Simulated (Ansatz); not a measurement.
Ansatz (a first-principles code) input (B3LYP/LANL2DZ): The .json file is the Basis Set Exchange's LANL2DZ.

Ansatz 0.2 input:
```yaml
crystal:
  periodic: [false, false, false]
  atoms:
    - {symbol: C, position_ang: [-2.05396500, -2.40568400, 0.60494700]}
    - {symbol: C, position_ang: [-1.21722600, -1.42566200, 0.35850500]}
    - {symbol: B, position_ang: [-0.32506800, -0.38073300, 0.09574100]}
    - {symbol: Br, position_ang: [-0.79595000, 1.55572500, 0.36912300]}
    - {symbol: Br, position_ang: [1.54229300, -0.68157900, -0.58894000]}
    - {symbol: H, position_ang: [-2.12580400, -2.89841200, 1.58025400]}
    - {symbol: H, position_ang: [-2.74370900, -2.80495300, -0.14605200]}
basis:
  gaussian:
    orbitals: LANL2DZ.json
hamiltonian:
  xc: {name: B3LYP}
total_charge: -1
relax: {f_tol: 0.003, max_steps: 120}
```

Output:

```
Functional definition: B3LYP
integrals: 0.02 GiB planned
749 factors; integrals over basis functions are off by at most 3.4e-4 eV
mean field: 0.15 GiB planned
mean field evaluation 1: about -3495.9233 eV, gradient 4.0e1 eV
mean field evaluation 2: about -3488.2601 eV, gradient 6.2e1 eV
mean field evaluation 4: about -3500.7698 eV, gradient 3.7e0 eV
mean field evaluation 8: about -3500.8133 eV, gradient 5.2e-2 eV
mean field -3500.81325887 eV, -128.6525143269 hartree, gradient 1.2e-5 eV, S^2 0.000000; 0 other end points of the search recorded, 0 dependent functions left out
the calculation of the forces begins
reference -3500.81351094 eV, -128.6525235905 hartree; 17, 17 occupied and 30, 30 virtual orbitals, 749 factors
relax step   1: F+E_penalty+E_count = -3500.81325887 eV  Δ(F+E_penalty+E_count) = +0.000e0 eV  max|allowed force component| = 1.062e0 eV/Å  Δτ_max = 0.0000 Å  (25 SCF iters, accepted)
these checks for a lower state are left out or cut short: starts, cluster_reference, orbital_swaps, neighbouring_geometries, increment
integrals: 0.02 GiB planned
749 factors; integrals over basis functions are off by at most 3.4e-4 eV
mean field: 0.15 GiB planned
mean field evaluation 16: about -3500.8744 eV, gradient 3.7e0 eV
mean field -3500.88632152 eV, -128.6551993298 hartree, gradient 1.8e-5 eV, S^2 0.000000; 0 other end points of the search recorded, 0 dependent functions left out
the calculation of the forces begins
reference -3500.88657606 eV, -128.6552086840 hartree; 17, 17 occupied and 30, 30 virtual orbitals, 749 factors
relax step   2: F+E_penalty+E_count = -3500.88632152 eV  Δ(F+E_penalty+E_count) = -7.306e-2 eV  max|allowed force component| = 2.283e-1 eV/Å  Δτ_max = 0.0507 Å  (27 SCF iters, accepted)
these checks for a lower state are left out or cut short: starts, cluster_reference, orbital_swaps, neighbouring_geometries, increment
integrals: 0.02 GiB planned
749 factors; integrals over basis functions are off by at most 3.4e-4 eV
mean field: 0.15 GiB planned
mean field -3500.89218012 eV, -128.6554146296 hartree, gradient 1.6e-5 eV, S^2 0.000000; 0 other end points of the search recorded, 0 dependent functions left out
the calculation of the forces begins
reference -3500.89243519 eV, -128.6554240030 hartree; 17, 17 occupied and 30, 30 virtual orbitals, 749 factors
relax step   3: F+E_penalty+E_count = -3500.89218012 eV  Δ(F+E_penalty+E_count) = -5.859e-3 eV  max|allowed force component| = 4.016e-2 eV/Å  Δτ_max = 0.0266 Å  (27 SCF iters, accepted)
these checks for a lower state are left out or cut short: starts, cluster_reference, orbital_swaps, neighbouring_geometries, increment
integrals: 0.02 GiB planned
749 factors; integrals over basis functions are off by at most 3.4e-4 eV
mean field: 0.15 GiB planned
mean field evaluation 32: about -3500.8996 eV, gradient 2.5e-1 eV
mean field -3500.89241131 eV, -128.6554231257 hartree, gradient 1.2e-5 eV, S^2 0.000000; 0 other end points of the search recorded, 0 dependent functions left out
the calculation of the forces begins
reference -3500.89266649 eV, -128.6554325031 hartree; 17, 17 occupied and 30, 30 virtual orbitals, 749 factors
relax step   4: F+E_penalty+E_count = -3500.89241131 eV  Δ(F+E_penalty+E_count) = -2.312e-4 eV  max|allowed force component| = 1.847e-2 eV/Å  Δτ_max = 0.0082 Å  (24 SCF iters, accepted)
these checks for a lower state are left out or cut short: starts, cluster_reference, orbital_swaps, neighbouring_geometries, increment
integrals: 0.02 GiB planned
749 factors; integrals over basis functions are off by at most 3.4e-4 eV
mean field: 0.15 GiB planned
mean field -3500.89243328 eV, -128.6554239327 hartree, gradient 2.8e-5 eV, S^2 0.000000; 0 other end points of the search recorded, 0 dependent functions left out
the calculation of the forces begins
reference -3500.89268839 eV, -128.6554333079 hartree; 17, 17 occupied and 30, 30 virtual orbitals, 749 factors
relax step   5: F+E_penalty+E_count = -3500.89243328 eV  Δ(F+E_penalty+E_count) = -2.196e-5 eV  max|allowed force component| = 8.207e-3 eV/Å  Δτ_max = 0.0013 Å  (20 SCF iters, accepted)
these checks for a lower state are left out or cut short: starts, cluster_reference, orbital_swaps, neighbouring_geometries, increment
integrals: 0.02 GiB planned
749 factors; integrals over basis functions are off by at most 3.4e-4 eV
mean field: 0.15 GiB planned
mean field -3500.89243595 eV, -128.6554240310 hartree, gradient 8.9e-6 eV, S^2 0.000000; 0 other end points of the search recorded, 0 dependent functions left out
the calculation of the forces begins
reference -3500.89269103 eV, -128.6554334051 hartree; 17, 17 occupied and 30, 30 virtual orbitals, 749 factors
relax step   6: F+E_penalty+E_count = -3500.89243595 eV  Δ(F+E_penalty+E_count) = -2.674e-6 eV  max|allowed force component| = 1.834e-3 eV/Å  Δτ_max = 0.0004 Å  (20 SCF iters, accepted)
integrals: 0.02 GiB planned
749 factors; integrals over basis functions are off by at most 3.4e-4 eV
mean field: 0.15 GiB planned
mean field evaluation 64: about -3500.8924 eV, gradient 1.3e-5 eV
mean field -3500.89243595 eV, -128.6554240310 hartree, gradient 8.9e-6 eV, S^2 0.000000; 1 other end points of the search recorded, 0 dependent functions left out
the calculation of the forces begins
reference -3500.89269103 eV, -128.6554334051 hartree; 17, 17 occupied and 30, 30 virtual orbitals, 749 factors
Total energy: -3500.89269103 eV, -128.6554334051 hartree
Atom 0 at    -2.075286    -2.430655     0.611227 Å, force     0.001393     0.001632    -0.000410 eV/Å
Atom 1 at    -1.222543    -1.431889     0.360071 Å, force     0.001005     0.001177    -0.000296 eV/Å
Atom 2 at    -0.323164    -0.378503     0.095180 Å, force    -0.001566    -0.001834     0.000461 eV/Å
Atom 3 at    -0.795719     1.624165     0.372745 Å, force     0.000040     0.000162    -0.000005 eV/Å
Atom 4 at     1.606590    -0.674440    -0.611568 Å, force     0.000149     0.000058    -0.000050 eV/Å
Atom 5 at    -2.143737    -2.922014     1.591602 Å, force    -0.000509    -0.000598     0.000153 eV/Å
Atom 6 at    -2.765571    -2.827961    -0.145679 Å, force    -0.000511    -0.000597     0.000148 eV/Å
Dipole moment:     0.239236     0.280203    -0.070461 e Å
```

The dipole moment of an ion depends on the origin.

The geometry given is a B3LYP-D3(BJ)/def2-TZVP minimum.
